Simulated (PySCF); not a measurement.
Input of a run (PBE0-D3(BJ)/def2-SVP geometry optimisation, gas phase (PySCF 2.14.0)), started from GFN2-xTB:
```
{"job": {"xc": "PBE0", "basis": "def2-SVP", "d3": "d3bj", "grid": 1, "maxiter": 40, "kind": "geom"}, "charge": 0, "multiplicity": 2}
V     -0.000060    -0.000200    -0.000030
H      0.009640    -0.015950     1.531530
H      1.440860     0.009800    -0.519440
H     -0.728700     1.253770    -0.492780
H     -0.721730    -1.247430    -0.519280
```

Output (energies in Eh, forces in Eh/bohr):
```
step   0  E = -945.88605054  max force = 0.027422
step   1  E = -945.89539491  max force = 0.001515
step   2  E = -945.89560526  max force = 0.001277
step   3  E = -945.89590998  max force = 0.000316
step   4  E = -945.89591666  max force = 0.000078
optimisation converged
```

Problem. Summarise the run.

Solution. The energy falls by 6.2 kcal/mol over 5 energy and gradient evaluations, the largest force component goes from 0.0274 to 7.8e-05 Eh/bohr, and the atoms move by 0.121 Å rms after alignment. Among the bonds, V1–H2, V1–H3, V1–H4 and V1–H5 change most and about equally (+0.097 Å). Bonds longer at the end by more than 0.005 Å: 4 of 4; shorter: 0. Among the angles that change most is H3–V1–H5, from 109.5° to 102.5°. The energy never rose by more than 1e-6 Eh on the way. The first step brought 95 % of the lowering.

Problem. What are the final bond lengths?

Solution. V1–H2 1.628 Å, V1–H3 1.628 Å, V1–H4 1.628 Å, V1–H5 1.628 Å. Numbering counts from 1 in the input's order; the species is `[H][V]([H])([H])[H]` [radical].

The run used 51 basis functions and 44 SCF cycles in all.

No PBE0-D3(BJ)/def2-SVP frequencies stand behind this structure, so it isn't proved a minimum. ⟨S²⟩ = 0.796 (exact for a doublet: 0.75).

Neither the SCF state along the optimisation nor the shape of the open-shell metal species was proved the lowest: other solutions of the same spin, or a structure of lower symmetry, can lie below.
